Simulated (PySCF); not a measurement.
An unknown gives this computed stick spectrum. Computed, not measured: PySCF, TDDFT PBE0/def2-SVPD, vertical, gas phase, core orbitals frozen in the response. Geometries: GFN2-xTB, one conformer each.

| state | E (eV) | f | main configurations (H = HOMO, L = LUMO) |
| --- | --- | --- | --- |
| S1 | 4.31 | 0.0013 | H→L (95%) |
| S2 | 6.53 | 0.053 | H-1→L (91%) |
| S3 | 6.78 | 0.016 | H→L+1 (97%) |
| S4 | 7.00 | 0.0073 | H→L+2 (77%) |
| S5 | 7.26 | 0.0001 | H-2→L (90%) |
| S6 | 7.46 | 0.023 | H→L+3 (68%), H→L+2 (12%) |
| S7 | 7.63 | 0.0068 | H-1→L+3 (33%), H-1→L+1 (26%), H-1→L+2 (12%) |
| S8 | 7.81 | 0.013 | H→L+4 (25%), H-4→L (24%), H-3→L (19%) |

Triplets computed (Tamm–Dancoff): 3.68, 5.50, 6.20 eV.

**Question.** Which structure fits?
A. `CC[C@H]([SiH3])[SiH2]C`
B. `CO[Si@H](N)O`
C. `C[SiH2][SiH2]C(C)C`
D. `N#C[C@@H]([SiH3])C=O`

**Answer.** D. Its S1, at 4.31 eV, is the lowest among the candidates; the nearest of the others has S1 at 6.75 eV. S1 is HOMO→LUMO (95%). S1 has the pattern of n→π* at C=O. At the same level the other candidates give, for their lowest levels:
- `C[SiH2][SiH2]C(C)C`: 6.75 eV (f 0.036); 6.95 eV (f 0.015); 7.26 eV (f 0.022); 7.47 eV (f 0.026); 7.61 eV (f 0.011); T1 6.04 eV; HOMO -7.78, LUMO 0.08 eV
- `CC[C@H]([SiH3])[SiH2]C`: 7.23 eV (f 0.006); 7.52 eV (f 0.081); 7.81 eV (f 0.006); 7.93 eV (f 0.038); 7.98 eV (f 0.089); T1 6.97 eV; HOMO -7.98, LUMO 0.36 eV
- `CO[Si@H](N)O`: 6.95 eV (f 0.044); 7.49 eV (f 0.009); 7.57 eV (f 0.010); 7.96 eV (f 0.015); 8.03 eV (f 0.012); T1 6.64 eV; HOMO -7.79, LUMO 0.42 eV

The values belong to the conformer `[N:1]#[C:2][C@@H:3]([SiH3:4])[CH:5]=[O:6]`: C2–C3–C5–O6 153°.

Without π bonds the low states are Rydberg-like; a valence basis with one diffuse set may place them up to an eV too high.
